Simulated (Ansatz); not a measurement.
Ansatz results at the PBE0-D4/def2-TZVP geometry: HOMO–LUMO gap (B3LYP/def2-TZVPP) 7.42 eV; HOMO energy (ωB97M-V/def2-TZVPP) -10.10 eV; HOMO energy (PBE/def2-TZVPP) -6.41 eV.

Each molecule was computed in one conformer, which needn't be the lowest.

Q: Which molecule gave them?
A. `B/C=C(\F)[SiH3]`
B. `CB(Cl)CN`
C. `FB1CB(Cl)C1`
D. `CB(N)CCl`

A: D. The others give `CB(Cl)CN`: 5.72, -9.26, -5.36; `B/C=C(\F)[SiH3]`: 5.45, -10.43, -7.15; `FB1CB(Cl)C1`: 5.95, -10.21, -6.61.

B3LYP here is the variant with VWN-RPA as its local correlation; programs differ in this.
